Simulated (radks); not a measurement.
Q: The palladium ion Pd3+, configuration [Kr] 4d6 5s1 (not the ground configuration). All-electron calculation, scalar-relativistic Kohn-Sham, PBEsol, spin-polarised, spherical densities, finite nucleus; open shells are filled with parallel spins first (spin-orbit coupling, left out, can overturn this in heavy ions); Fermi nuclear charge, rms radius 4.5318 fm. Program: a radial shooting solver on a logarithmic mesh with Libxc functionals. Some entries of the table are withheld. Estimate them.

orbital,occ.,eigenvalue (eV),r(max) (bohr)
1s up,1,-24198.75,0.02067
1s down,1,-24198.70,0.02067
2s up,1,-3574.774,0.1169
2s down,1,-3573.944,0.1169
2p up,3,-3210.538,0.09342
2p down,3,-3209.894,0.09341
3s up,1,-683.2651,0.3419
3s down,1,-682.7652,0.3420
3p up,3,-563.6188,0.3350
3p down,3,-563.0601,0.3351
3d up,5,-373.5564,0.2820
3d down,5,-372.7558,0.2822
4s up,1,-132.6232,0.8480
4s down,1,-129.2016,0.8458
4p up,3,(1),(2)
4p down,3,(3),(4)
4d up,5,-47.3559,(5)
4d down,1,-43.6324,(6)
5s up,1,-33.5565,2.093
5s down,0,-30.6914,2.127

A: 
(1) 4p up eigenvalue (eV): -97.8265
(2) 4p up r(max) (bohr): 0.9031
(3) 4p down eigenvalue (eV): -94.2590
(4) 4p down r(max) (bohr): 0.9003
(5) 4d up r(max) (bohr): 1.046
(6) 4d down r(max) (bohr): 1.042
